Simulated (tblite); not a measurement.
F$_{2}$OS, triplet, geometry from GFN2-xTB (a higher spin typed on purpose: for a closed-shell molecule this is an excited state); GFN1-xTB run with tblite.

Here is a job for tblite.
```
$ tblite run mol.xyz --method gfn1 --charge 0 --spin 2 --json tblite.json --no-restart

# file mol.xyz
4

O      1.21599968    -0.69297283     0.21713150
S     -0.02029261     0.01156434    -0.00362349
F      0.34782053     1.74261021    -0.35541844
F     -1.39263337    -1.14719318     0.16885442
```

What the program printed (banner, timings and long lists left out):

```
xTB calculator
 | screened Coulomb repulsion
 | Coulomb electrostatics
 |  * isotropic Klopman-Ohno-Mataga-Nishimoto electrostatics
 |  * onsite third-order electrostatics
 | DFT-D3(BJ) dispersion correction

halogen bonding energy    0.0000000000000E+00 Eh
repulsion energy          2.8242559208375E-02 Eh
dispersion energy        -7.0647565928425E-04 Eh
number of electrons       2.6000000000000E+01 e
integral cutoff           1.9487547202114E+01 bohr

------------------------------------------------------------
  cycle        total energy    energy error   density error
------------------------------------------------------------
      1     -17.80179003115  -1.7829326E+01   7.5174291E-01
      2     -17.88224228250  -8.0452251E-02   5.4098719E-01
      3     -18.29663893560  -4.1439665E-01   3.6298431E-01
      4     -18.47002341560  -1.7338448E-01   3.1626577E-02
      5     -18.47136275483  -1.3393392E-03   2.5510418E-02
      6     -18.47121106847   1.5168636E-04   2.3239840E-02
      7     -18.47200837417  -7.9730570E-04   9.7802468E-04
      8     -18.47200910671  -7.3254067E-07   2.6872093E-04
      9     -18.47200914442  -3.7713971E-08   1.4234140E-04
     10     -18.47200917050  -2.6074119E-08   7.0971102E-06
------------------------------------------------------------

electronic energy        -1.8499545254048E+01 Eh
total energy             -1.8472009170499E+01 Eh

Post processing:
 | Mayer-Wiberg bond orders

[Info] JSON dump of results written to 'tblite.json'
```
